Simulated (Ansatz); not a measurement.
A run on CH7ClOSi2 (`C[SiH2]O[SiH2]Cl`) with other settings.

```yaml
crystal:
  periodic: [false, false, false]
  atoms:
    - {symbol: C, position_ang: [-0.342591, 1.864472, 0.294540]}
    - {symbol: Si, position_ang: [0.544177, 0.390082, 0.990552]}
    - {symbol: O, position_ang: [0.771045, -0.752965, -0.177771]}
    - {symbol: Si, position_ang: [0.067303, -1.933152, -1.027952]}
    - {symbol: Cl, position_ang: [-1.781457, -1.325514, -1.696616]}
    - {symbol: H, position_ang: [-1.330478, 1.583407, -0.077223]}
    - {symbol: H, position_ang: [-0.470987, 2.628040, 1.066743]}
    - {symbol: H, position_ang: [0.221783, 2.305875, -0.530163]}
    - {symbol: H, position_ang: [-0.235528, -0.214161, 2.104994]}
    - {symbol: H, position_ang: [1.893592, 0.758793, 1.487412]}
    - {symbol: H, position_ang: [0.895808, -2.230617, -2.213340]}
    - {symbol: H, position_ang: [-0.155866, -3.129562, -0.187177]}
basis:
  gaussian: {orbitals: "6-31G*"}
magnetization: {spin_polarized: false, initial_magnetization: 2}
hamiltonian: {xc: {name: r2SCAN0}, dispersion: d3bjatm}
scf: {lower_state_search: off}
output: {forces: true}
```

```sh
$ ansatz run in.yaml --threads 4 --pin off --events-out ev --progress --plain --max-ram 10444MiB
```

It prints (some lines left out):

```
Functional definition: r2SCAN0
986 factors; integrals over basis functions are off by at most 1.0e-3 eV
mean field evaluation 1: about -31456.6731 eV, gradient 6.1e1 eV
mean field evaluation 2: about -31456.9549 eV, gradient 6.1e1 eV
mean field evaluation 4: about -31462.3822 eV, gradient 3.0e1 eV
mean field evaluation 8: about -31466.0432 eV, gradient 4.7e0 eV
mean field evaluation 16: about -31466.1371 eV, gradient 3.1e-1 eV
mean field evaluation 32: about -31466.1494 eV, gradient 2.6e-6 eV
mean field -31466.14943011 eV, -1156.3596630345 hartree, gradient 2.6e-6 eV, S^2 2.000000; 0 other end points of the search recorded, 0 dependent functions left out
reference -31466.14944108 eV, -1156.3596634374 hartree; 34, 32 occupied and 67, 69 virtual orbitals, 986 factors
Total energy: -31466.25395543 eV, -1156.3635042690 hartree
Atom 0 at    -0.342591     1.864472     0.294540 Å, force    -0.295385     0.282002    -0.019464 eV/Å
Atom 1 at     0.544177     0.390082     0.990552 Å, force     0.553858     1.156242     0.914410 eV/Å
Atom 2 at     0.771045    -0.752965    -0.177771 Å, force     0.298551     0.525216     0.282184 eV/Å
Atom 3 at     0.067303    -1.933152    -1.027952 Å, force    -0.093095    -1.958271    -1.419108 eV/Å
Atom 4 at    -1.781457    -1.325514    -1.696616 Å, force    -0.599711     0.757747     0.151883 eV/Å
Atom 5 at    -1.330478     1.583407    -0.077223 Å, force     0.013711     0.032105    -0.019232 eV/Å
Atom 6 at    -0.470987     2.628040     1.066743 Å, force    -0.030337    -0.003485    -0.053850 eV/Å
Atom 7 at     0.221783     2.305875    -0.530163 Å, force     0.007206    -0.064692     0.049179 eV/Å
Atom 8 at    -0.235528    -0.214161     2.104994 Å, force    -0.117682    -0.100727    -0.045284 eV/Å
Atom 9 at     1.893592     0.758793     1.487412 Å, force    -0.155304    -0.050609     0.008682 eV/Å
Atom 10 at     0.895808    -2.230617    -2.213340 Å, force     0.341978    -0.131217    -0.177495 eV/Å
Atom 11 at    -0.155866    -3.129562    -0.187177 Å, force     0.076210    -0.444311     0.328096 eV/Å
Dipole moment:    -0.035278     0.357812     0.247994 e Å
Checks for a lower state left out: stability, starts, cluster_reference, orbital_swaps, neighbouring_geometries, increment
```

It took 12 s on 4 threads of an Arm Neoverse N1 on a shared host, with 0.28 GiB of host memory at the peak.
